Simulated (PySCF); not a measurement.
Basis and Hamiltonian dependence of the excitation energy of W

W [Xe] 4f14 5d4 6s2 (5D) → W [Xe] 4f14 5d3 6s2 7s1, s spin flipped. Calculated with PySCF 2.14 from differences of total energies of unrestricted determinants, without spin-orbit coupling. Values in eV.

| basis | Hamiltonian | functions | UHF | r2SCAN | PBE0 | MP2 (valence) |
| --- | --- | --- | --- | --- | --- | --- |
| aug-cc-pVDZ-PP with ECP60MDF | ECP | 54 | 6.177 | 7.121 | 6.878 | 6.627 |
| aug-cc-pwCVDZ-PP with ECP60MDF | ECP | 70 | 6.127 | 7.074 | 6.838 | 6.595 |
| def2-QZVPPD with the def2 core potential (60 electrons) | ECP | 84 | 6.940 | 7.640 | 7.366 | 7.262 |
| x2c-TZVPPall with one added diffuse shell each of s, p, d, f type | spin-free X2C | 113 | 6.119 | n/a | n/a | n/a |

Frozen outside the core potential: valence: 5s2 5p6.

At UHF, def2-QZVPPD with the def2 core potential (60 electrons) lies more than 0.3 eV from the median of the rows with comparable relativity. Of these, def2-QZVPPD with the def2 core potential (60 electrons) has no diffuse functions of the l that the added or promoted electron needs.

In the upper determinant the s electron has its spin opposite to the other open shell, which mixes two multiplicities.
